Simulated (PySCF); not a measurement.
Positional isomers: norbornane formyl+boryl. Gas-phase values, no solvent. One relaxed conformer stands for each flexible species; it need not be the lowest. Strings in code marks are SMILES.

These are PySCF with PBE-D3(BJ)/def2-TZVP // PBE0-D4/def2-SVP values and carry that method's errors. All candidates: neutral, multiplicity 1. Excitations are Tamm–Dancoff values on a coarser integration grid. The basis has no diffuse functions, so Rydberg states are missing or too high.

```yaml
T1 excitation (TDA): 2.80 eV
LUMO: -2.81 eV
S1 excitation (TDA): 3.06 eV
```

**Question.** Name which member has these values.
(A) `B[C@@]12CC[C@@H](C[C@@H]1C=O)C2`
(B) `B[C@@H]1C[C@H]2C[C@@H]1C[C@@H]2C=O`
(C) `B[C@]1(C=O)[C@H]2CC[C@@H]1CC2`
(D) `B[C@@H]1C[C@@]2(C=O)CC[C@@H]1C2`

**Answer.** C, `B[C@]1(C=O)[C@H]2CC[C@@H]1CC2`. The others give `B[C@@H]1C[C@@]2(C=O)CC[C@@H]1C2`: 3.20 eV, -2.53 eV, 3.22 eV; `B[C@@]12CC[C@@H](C[C@@H]1C=O)C2`: 3.33 eV, -2.41 eV, 3.56 eV; `B[C@@H]1C[C@H]2C[C@@H]1C[C@@H]2C=O`: 3.44 eV, -2.39 eV, 3.46 eV
